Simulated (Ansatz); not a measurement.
Input file for Ansatz (a program for electronic structure): R-wB97X-V/def2-TZVPPD on CH8Si (a complex), monomers drawn apart or pushed together. Files ending in .json are basis or fitting sets from the Basis Set Exchange.

Ansatz 0.2 input:
```yaml
crystal:
  periodic: [false, false, false]
  atoms:
    - {symbol: C, position_ang: [0.04923857, -0.11821289, -0.08035271]}
    - {symbol: H, position_ang: [-0.18798148, 0.90473633, 0.20852291]}
    - {symbol: H, position_ang: [1.02349754, -0.39274876, 0.32162086]}
    - {symbol: H, position_ang: [-0.70970760, -0.79264067, 0.31376523]}
    - {symbol: H, position_ang: [0.07115905, -0.19236641, -1.16675698]}
    - {symbol: Si, position_ang: [-0.12709016, 0.30621260, 6.68622607]}
    - {symbol: H, position_ang: [0.57900986, 1.48600701, 6.13937061]}
    - {symbol: H, position_ang: [-0.16418571, 0.39633193, 8.16378181]}
    - {symbol: H, position_ang: [0.58653495, -0.92694049, 6.28675336]}
    - {symbol: H, position_ang: [-1.51019841, 0.26990558, 6.16139539]}
basis:
  gaussian:
    orbitals: def2-TZVPPD.json
hamiltonian:
  xc: {name: wB97X-V}
scf: {lower_state_search: off}
```

It printed:

```
Functional definition: wB97X-V
[...]
these checks for a lower state are left out or cut short: stability, starts, cluster_reference, orbital_swaps, neighbouring_geometries, increment
integrals: 0.12 GiB planned
961 factors; their error is unknown
integrals: 0.15 GiB planned
325 factors; integrals over basis functions are off by at most 2.0e-5 eV
mean field: 1.06 GiB planned
mean field evaluation 1: about -9041.7143 eV, gradient 3.1e1 eV
mean field evaluation 2: about -9042.9772 eV, gradient 2.0e1 eV
mean field evaluation 4: about -9043.8944 eV, gradient 1.6e-1 eV
mean field evaluation 8: about -9043.8964 eV, gradient 5.8e-2 eV
mean field evaluation 16: about -9043.8964 eV, gradient 1.5e-6 eV
mean field -9043.89638979 eV, -332.3570621517 hartree, gradient 1.5e-6 eV, S^2 0.000000; 0 other end points of the search recorded, 0 dependent functions left out
reference -9043.89638706 eV, -332.3570620513 hartree; 14, 14 occupied and 207, 207 virtual orbitals, 961 factors
Total energy: -9043.89638706 eV, -332.3570620513 hartree
Checks for a lower state left out: stability, starts, cluster_reference, orbital_swaps, neighbouring_geometries, increment
```

The calculation finished and met its thresholds.

Cost: around 10 core-seconds (rough).
